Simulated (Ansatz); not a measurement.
Cost and result for the atomization energy of `CC(C)[O][Mg][Cl]` (13 atoms, 12 bonds).

Cartesian coordinates in Å:
```
C 0.4961 0.6716 1.2951
C 0.3293 0.4220 -0.1949
C 1.1802 -0.7490 -0.6584
O -1.0035 0.2073 -0.5056
Mg -2.6823 -0.2148 -0.7728
Cl -4.7717 -0.7106 -1.1283
H 1.5369 0.8902 1.5483
H 0.1835 -0.2112 1.8614
H -0.1186 1.5178 1.6103
H 0.6759 1.3225 -0.7283
H 0.8820 -1.6615 -0.1329
H 2.2412 -0.5723 -0.4631
H 1.0511 -0.9120 -1.7307
```

The species carries charge 0 and has multiplicity 1. Correlated methods include outer-core shells of Mg, which these sets cover unevenly. Geometry: relaxed with PBE0-D4/def2-TZVP. It is one conformer, not always the lowest. Program: Ansatz. All runs use 4 threads of an Arm Neoverse V1 on a shared host. Times are those of one run each, without the atoms' runs, and a repeat can differ threefold. Electronic energies, without spin–orbit coupling; frozen cores. CCSD(T)/CBS adds CCSD(T) − MP2 in def2-TZVPP to the MP2 limit, and its time is that of the two runs behind it. T1 = 0.010. With those shells the extrapolation isn't a true limit. B3LYP takes the VWN-RPA correlation (the form of Gaussian; ORCA's B3LYP/G). HSE06 is the plane-wave form, built on full-range PBE exchange.

CCSD(T)/CBS is a level of theory with its own doubt, some kJ/mol a heavy atom from the limit and from the frozen cores, so smaller differences don't rank the functionals.

| level | functions | wall time | atomization (kJ/mol) | difference from CCSD(T)/CBS | per bond |
| --- | --- | --- | --- | --- | --- |
| LDA (SPW92)/def2-TZVPP | 296 | 2 s | 5556.2 | 642.3 | 53.5 |
| revPBE-D4/def2-TZVPP | 296 | 3.3 s | 4858.2 | -55.7 | -4.6 |
| BHLYP-D4/def2-TZVPP | 296 | 5 s | 4753.8 | -160.1 | -13.3 |
| HSE06-D4/def2-TZVPP | 296 | 5.5 s | 4906.4 | -7.5 | -0.6 |
| B3LYP-D4/def2-TZVPP (with forces) | 296 | 7.5 s | 4875.4 | -38.5 | -3.2 |
| r2SCANh-D4/def2-TZVPP | 296 | 8 s | 4896.7 | -17.2 | -1.4 |
| PBE-QIDH/def2-TZVPP | 296 | 9 s | 4879.9 | -34.0 | -2.8 |
| ωB97X-V/def2-TZVPP | 296 | 12 s | 4902.8 | -11.1 | -0.9 |
| ωB97M-V/def2-TZVPP (with forces) | 296 | 19 s | 4893.4 | -20.5 | -1.7 |
| CCSD(T)/def2-SVP | 127 | 19 s | 4688.9 | -225.0 | -18.8 |
| MP2/def2-QZVPP | 571 | 38 s | 4952.0 | 38.1 | 3.2 |
| CCSD(T)/def2-TZVPP | 296 | 20 min | 4773.0 | -140.9 | -11.7 |
| CCSD(T)/CBS(def2) | – | 21 min | 4913.9 | 0.0 | 0.0 |

Leaving LDA and LC-ωPBE aside and taking each functional with its dispersion term where it has one, the values, not all of them listed here, spread over 218.3 kJ/mol, from BHLYP-D4 to PBE-D4. LDA lies +608.6 kJ/mol from PBE without D4, its usual overbinding. From r2SCAN to r2SCAN0 (25 % exact exchange), in def2-TZVPP and without D4, the atomization energy moves by −66.2 kJ/mol: exact exchange takes away binding that semilocal exchange gives to molecules. At CCSD(T), def2-SVP lies −225.0 kJ/mol from the extrapolated value and def2-TZVPP −141.0 kJ/mol: correlation converges slowly with the basis, and small sets miss more of it in the bonded molecule than in its fragments.
